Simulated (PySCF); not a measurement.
**Electron affinity of Pb by level of theory**

Pb⁻ [Xe] 4f14 5d10 6s2 6p3 (4S) → Pb [Xe] 4f14 5d10 6s2 6p2 (3P), as a difference of total energies. Calculation: PySCF 2.14, in aug-cc-pVQZ-PP with ECP60MDF; a scalar-relativistic core potential. Correlated levels: valence: 5s2 5p6 5d10 frozen. The calculations carry no spin-orbit coupling.

| method | electron affinity (eV) | difference from reference (eV) |
| --- | --- | --- |
| UHF | 0.866 | +0.509 |
| MP2 (valence) | 1.234 | +0.877 |
| SCS-MP2 (valence) | 1.095 | +0.738 |
| CCSD (valence) | 1.242 | +0.885 |
| CCSD(T) (valence) | 1.279 | +0.922 |

Reference: 0.357 eV (measured; photodetachment measurements, as compiled on the Wikipedia data page of electron affinities).

Spin-orbit coupling is strong in these open shells (close to jj coupling). The scalar numbers leave it out and a first-order estimate fails, so it can dominate the gap to the real levels.

Errors of the correlated levels include the incompleteness of this basis and the frozen core.
